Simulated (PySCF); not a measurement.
Deuteron quadrupole couplings in `NC(=O)N1N=Cc2ccccc2B1O`

Species: C8H8BN3O2.
Z-matrix (Å and degrees, PBE0-D3(BJ)/def2-SVP geometry), rows numbered from 1:
```
N 
C   1  1.3402
O   2  1.2250  1  124.27
N   2  1.4115  1  115.20  3  -179.87
N   4  1.3565  2  114.81  1    -0.28
C   5  1.2863  4  119.36  2   180.00
C   6  1.4490  5  126.05  4     0.11
C   7  1.4054  6  121.07  5   179.79
C   8  1.3869  7  119.72  6  -179.84
C   9  1.4019  8  120.25  7    -0.02
C  10  1.3892  9  120.20  8    -0.01
C  11  1.4021 10  120.52  9     0.03
B   4  1.4709  2  120.95  1   179.72
O  13  1.3419  4  121.84  2    -0.04
H   1  1.0128  2  118.44  3  -179.25
H   1  1.0085  2  118.29  3    -1.06
H   6  1.0956  5  115.02  4  -179.98
H   8  1.0934  7  119.83  6     0.12
H   9  1.0927  8  119.92  7   179.98
H  10  1.0927  9  119.68  8   180.00
H  11  1.0928 10  120.56  9  -179.99
H  14  0.9845 13  107.76  4     0.14
```

Level: PBE0/pcSseg-1 (PySCF, non-relativistic); Q(2H) = 0.00286 b; rigid geometry, the same for H and D, with no vibrational averaging.

**Question.** Rank these positions by the coupling χzz of a deuteron there, largest first.
A. H20 (aromatic hydrogen)
B. H17 (hydrogen on a C=N carbon)
C. H22 (hydroxyl hydrogen)
D. H16 (N–H hydrogen)
E. H15 (N–H hydrogen)

**Answer.** D (274 kHz), E (257 kHz), C (232 kHz), A (203 kHz), B (197 kHz).

**Question.** Tabulate Vzz, the asymmetry η and χzz = 234.96 MHz × Q × Vzz for every hydrogen position.

**Answer.** 
| atom | bonded to | bond length (Å) | Vzz (au) | η | χzz (kHz) |
| --- | --- | --- | --- | --- | --- |
| H15 | N1 | 1.013 | 0.3826 | 0.18 | 257 |
| H16 | N1 | 1.008 | 0.4079 | 0.17 | 274 |
| H17 | C6 | 1.096 | 0.2937 | 0.08 | 197 |
| H18 | C8 | 1.093 | 0.3014 | 0.07 | 203 |
| H19 | C9 | 1.093 | 0.3025 | 0.06 | 203 |
| H20 | C10 | 1.093 | 0.3027 | 0.06 | 203 |
| H21 | C11 | 1.093 | 0.2985 | 0.04 | 201 |
| H22 | O14 | 0.985 | 0.3458 | 0.11 | 232 |

**Question.** Average by the element that carries the hydrogen.

**Answer.** on N: 266 kHz over 2 positions, mean bond length 1.011 Å; on C: 201 kHz over 5 positions, mean bond length 1.093 Å; on O: 232 kHz over 1 position, mean bond length 0.985 Å.

Geometry: PBE0-D3(BJ)/def2-SVP, one conformer, isolated molecule. A larger basis could move these couplings by a tenth or more.
